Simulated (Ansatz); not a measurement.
System: H₂B (cation, charge +1), singlet: symmetric bend, bond length relaxed. Scanned: H-B-H angle. Other coordinates (B-H bond length) were minimised at B3LYP/def2-TZVP.

The free coordinates were minimised at B3LYP/def2-TZVP in PySCF; the energy column is full CI/aug-cc-pVTZ, frozen core (Ansatz, a quantum-chemistry and plane-wave program), in kcal/mol.

```
a / °   B-H bond length / Å      E
------  -------------------  -----
180                   1.174    0.0
167.93                1.175    1.1
160.56                1.176    2.9
151.92                1.177    6.0
138.28                1.181   13.4
128.50                1.184   20.7
121.25                1.187   27.3
109.71                1.193   39.8
99.75                 1.199   52.9
88.63                 1.207   70.4
79.07                 1.214   88.0
68.18                 1.220  110.7
```

The scan ran from 180.0 to 60.0; beyond the range shown the relaxed coordinates jump or full CI changes its symmetry label.
